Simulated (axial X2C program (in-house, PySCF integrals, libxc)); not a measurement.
Potential curves of PBr⁻, 2c

Computed with an in-house relativistic program for diatomic molecules. Two-component (2c) means X2C with spin–orbit coupling and atomic mean-field two-electron Coulomb and Gaunt terms. Basis: Br dyall-acv3z [9s10p7d5f1g], P dyall-av3z [9s8p3d2f] (cores contracted in-house); Gaussian nuclei, density fitting, unrestricted open shells. Masses: Br 78.918 u, P 30.974 u.

State: Ω = 3/2 (⟨Sz⟩ = 0.50, ⟨Lz⟩ = 1.00 at PBE0). Energies in eV from the fragments at the same level (Br- + P). Fits are polynomials in 1 − R0/R over 0.85 to 1.23 times the lowest point R0.

```tsv
R (Å)	PBE0	PW91
2.0167	-0.0958	-0.2333
2.1094	-0.4814	-0.6348
2.1789	-0.6418	-0.8080
2.2485	-0.7224	-0.9018
2.3180	-0.7430	-0.9356
2.3991	-0.7124	-0.9202
2.4803	-0.6402	-0.8624
2.5846	-0.5082	-0.7478
2.7121	-0.3142	-0.5730
2.8975	-0.0129
```

One determinant describes the state; a PBE0 search over occupations chose it and may have missed a lower one. De is counted from the lowest determinant-based energies of the atoms at the same level, without counterpoise correction. Density functionals use the spin component along the axis (collinear). The functionals have no current-density term, which raises determinants with orbital currents, atoms included. The atomic limit has a lower orbital projection than the molecule and lies lower at mean-field level, so De may be about a tenth of an eV too small. The highest occupied level of some functionals is positive through self-interaction error; at Hartree–Fock it is bound. The stretched end of a curve changes character and is left out.

Q: What are Re, ωe and De at the PBE0 level?

A: At PBE0, 2c: Re = 2.312 Å, ωe ≈ 337 cm⁻¹, De = 0.74 eV to Br- + P; Be follows as 0.142 cm⁻¹.

Q: Fit the PW91 curve near its minimum: give the equilibrium distance, the harmonic wavenumber and the well depth.

A: At PW91, 2c: Re = 2.334 Å, ωe ≈ 322 cm⁻¹, De = 0.94 eV to Br- + P; Be follows as 0.139 cm⁻¹.
